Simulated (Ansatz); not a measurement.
Relaxation of CH₇AlOSi₂ (12 atoms, charge 0, multiplicity 1), to a largest force component of 0.02 eV/Å in at most 50 steps.

Theory: Ansatz 0.2.0, UHF/STO-3G.

```xyz
12
Properties=species:S:1:pos:R:3
O -0.392 -0.636 3.095
C -0.139 -1.382 2.202
Si 0.592 -0.765 0.627
Si -0.714 0.642 -0.379
Al 0.206 1.400 -2.387
H -0.311 -2.424 2.339
H 1.903 -0.057 0.950
H 0.945 -1.886 -0.254
H -0.817 0.623 -3.237
H -1.071 1.770 0.534
H -0.594 2.429 -3.289
H 1.685 0.914 -2.758
```

Problem. Where does it end, and by what steps?

Solution. The run converged. The force dipped under the threshold on the way, but the program's further checks kept it going. Limits of this set-up: minimal basis. After 39 steps the energy has fallen by 6.065 eV; H9 moved furthest, 2.22 Å. Parted: Al5–H9 (1.54 → 3.10 Å). Joined: Si4–H9 (2.86 → 1.43 Å).

```csv
step,energy less start (eV),largest force component (eV/Å),accepted
0,0.0000,5.494,yes
2,-1.1037,2.186,no
4,-1.4589,0.776,yes
6,-1.6146,0.519,yes
8,-1.6397,0.169,yes
10,-1.6478,0.082,yes
12,-1.6526,0.158,yes
14,-1.6826,0.139,yes
16,-1.8443,0.704,yes
18,-2.7142,3.379,yes
20,-4.9831,2.937,yes
22,-5.7047,1.844,yes
24,-6.0498,0.233,yes
26,-6.0606,0.073,yes
28,-6.0639,0.015,yes
30,-6.0643,0.070,yes
32,-6.0645,0.109,yes
34,-6.0650,0.042,yes
36,-6.0652,0.021,yes
38,-6.0652,0.023,yes
39,-6.0653,0.018,yes
```

```xyz
12
Properties=species:S:1:pos:R:3
O -0.248 -0.910 3.205
C -0.241 -1.357 1.984
Si 0.727 -0.590 0.566
Si -0.584 0.544 -0.867
Al 0.514 1.626 -2.561
H -0.858 -2.244 1.778
H 1.731 0.246 1.136
H 1.401 -1.661 -0.091
H -1.511 -0.406 -1.394
H -1.380 1.429 -0.081
H 0.149 3.009 -2.935
H 1.596 0.942 -3.299
```

Whether the end is a true minimum wasn't checked by a vibrational analysis.

Run time: 2.2 min on 1 thread of Intel(R) Xeon(R) Processor @ 2.70GHz, with other jobs on the host, peak memory 0.14 GiB.
